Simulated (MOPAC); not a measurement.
MOPAC input (PM6):

```
PM6 PRECISE GNORM=0.05 LET XYZ CHARGE=1 GEO-OK AUX(PRECISION=9) THREADS=1
HOSi

O    -0.00000000 1   -0.00000000 1   -0.89733800 1
Si    0.00000000 1    0.00000000 1    0.64592700 1
H    -0.00000000 1   -0.00000000 1   -1.86427200 1
```

Output:

```
 *******************************************************************************
 **                                                                           **
 **                              MOPAC v23.2.5                                **
 **                                                                           **
 *******************************************************************************
 ** MOPAC's Digital Object Identifier: https://doi.org/10.5281/zenodo.6511958 **
 **                                                                           **
 ** Please cite the open-source release paper for use of this MOPAC version:  **
 ** J. E. Moussa and J. J. P. Stewart (2026)                                  **
 ** MOPAC: An open-source semiempirical molecular orbital program             **
 ** J. Open Source Softw., 11(119), 8025, https://doi.org/10.21105/joss.08025 **
 *******************************************************************************

                              PM6 CALCULATION RESULTS

 *******************************************************************************
 *  PM6        - The PM6 Hamiltonian to be used
 *  GEO-OK     - OVERRIDE INTERATOMIC DISTANCE AND OTHER SAFETY CHECKS
 *
 *
 *
 *                 CHARGE ON SYSTEM = +1
 *
 *
 *
 *  LET        - OVERRIDE SOME SAFETY CHECKS
 *  PRECISE    - TIGHTER CRITERIA TO BE USED
 *  XYZ        - CARTESIAN COORDINATE SYSTEM TO BE USED
 *  GNORM      - EXIT WHEN GRADIENT NORM DROPS BELOW 0.050
 *  AUX        - OUTPUT AUXILIARY INFORMATION
 *******************************************************************************
PM6 PRECISE GNORM=0.05 LET XYZ CHARGE=1 GEO-OK AUX(PRECISION=9) THREADS=1
 HOSi

   ATOM   CHEMICAL          X               Y               Z
  NUMBER   SYMBOL      (ANGSTROMS)     (ANGSTROMS)     (ANGSTROMS)

     1       O         -0.00000000  *  -0.00000000  *  -0.89733800  *
     2      Si          0.00000000  *   0.00000000  *   0.64592700  *
     3       H         -0.00000000  *  -0.00000000  *  -1.86427200  *

          CARTESIAN COORDINATES

    NO.       ATOM           X           Y           Z

     1         O         -0.0000     -0.0000     -0.8973
     2        Si          0.0000      0.0000      0.6459
     3         H         -0.0000     -0.0000     -1.8643

 General Reference for PM6:
 "Optimization of Parameters for Semiempirical Methods V: Modification of NDDO Approximations
 and Application to 70 Elements", J. J. P. Stewart, J. Mol. Mod., 13, 1173-1213 (2007)
 URL: https://link.springer.com/article/10.1007/s00894-007-0233-4

           Empirical Formula: H O Si  =     3 atoms

      MOLECULAR POINT GROUP   :   C*v

      RHF CALCULATION, NO. OF DOUBLY OCCUPIED LEVELS = 5

          Geometry optimization using EF

          DIAGONAL MATRIX USED AS START HESSIAN

 CYCLE:     1  GRAD.:    21.427 HEAT:  139.8417
 CYCLE:     2  GRAD.:   104.879 HEAT:  144.0862
 CYCLE:     3  GRAD.:     3.731 HEAT:  139.6448
 CYCLE:     4  GRAD.:     4.506 HEAT:  139.6513
 CYCLE:     5  GRAD.:     0.087 HEAT:  139.6339
 CYCLE:     6  GRAD.:     0.051 HEAT:  139.6339
 CYCLE:     7  GRAD.:     0.020 HEAT:  139.6339

     GRADIENT =  0.02039 IS LESS THAN CUTOFF =  0.05000

 -------------------------------------------------------------------------------
 PM6 PRECISE GNORM=0.05 LET XYZ CHARGE=1 GEO-OK AUX(PRECISION=9) THREADS=1
 HOSi

     GEOMETRY OPTIMISED USING EIGENVECTOR FOLLOWING (EF).
     SCF FIELD WAS ACHIEVED

                              PM6 CALCULATION
                                                       MOPAC v23.2.5 Linux

          FINAL HEAT OF FORMATION =        139.63387 KCAL/MOL =     584.22813 KJ/MOL

          COSMO AREA              =         83.58 SQUARE ANGSTROMS
          COSMO VOLUME            =         69.21 CUBIC ANGSTROMS

          GRADIENT NORM           =          0.02039          =       0.01177 PER ATOM
          IONIZATION POTENTIAL    =         15.212429 EV
          HOMO LUMO ENERGIES (EV) =        -15.212 -5.853
          NO. OF FILLED LEVELS    =          5
          MOLECULAR WEIGHT        =         45.0928         POINT GROUP:  C*v

          MOLECULAR DIMENSIONS (Angstroms)

            Atom       Atom       Distance
            H     3   Si     2     2.50457
            H     3   Si     2     0.00000
            H     3    O     1     0.00000

          SCF CALCULATIONS        =          8

   ATOM   CHEMICAL          X               Y               Z
  NUMBER   SYMBOL      (ANGSTROMS)     (ANGSTROMS)     (ANGSTROMS)

     1       O         -0.00000000  *   0.00000000  *  -0.91042298  *
     2      Si          0.00000000  *  -0.00000000  *   0.65333359  *
     3       H          0.00000000  *  -0.00000000  *  -1.85123625  *

                             CARTESIAN COORDINATES

   1    O       -0.000000000     0.000000000    -0.910422982
   2   Si        0.000000000    -0.000000000     0.653333595
   3    H        0.000000000    -0.000000000    -1.851236253

           Empirical Formula: H O Si  =     3 atoms

      MOLECULAR POINT GROUP   :   C*v

                  EIGENVALUES
 -35.24479 -25.32182 -19.09099 -19.09099 -15.21243  -5.85325  -5.85325  -5.61291
  -4.17960  -4.17960  -2.85549  -2.85549  -1.26536   1.45070

              NET ATOMIC CHARGES AND DIPOLE CONTRIBUTIONS

  ATOM NO.   TYPE          CHARGE      No. of ELECS.   s-Pop       p-Pop       d-Pop
    1          O          -0.420512        6.4205     1.58568     4.83483
    2         Si           1.058257        2.9417     1.91935     0.54837     0.47403
    3          H           0.362254        0.6377     0.63775
 DIPOLE           X         Y         Z       TOTAL
 POINT-CHG.     0.000    -0.000     1.734     1.734
 HYBRID         0.000     0.000     0.757     0.757
 SUM            0.000     0.000     2.492     2.492

          ATOMIC ORBITAL ELECTRON POPULATIONS

     Atom    s        px        py        pz      x^2-y^2     xz        z^2       yz        xy
    1  O   1.58568   1.73333   1.73333   1.36817
    2 Si   1.91935   0.13793   0.13793   0.27250   0.00000   0.12874   0.21654   0.12874   0.00000
    3  H   0.63775

 **********************
 *                    *
 * JOB ENDED NORMALLY *
 *                    *
 **********************

 == MOPAC DONE ==
```

The dipole moment of an ion depends on the origin.

The geometry given is a B3LYP-D3(BJ)/def2-TZVP minimum.
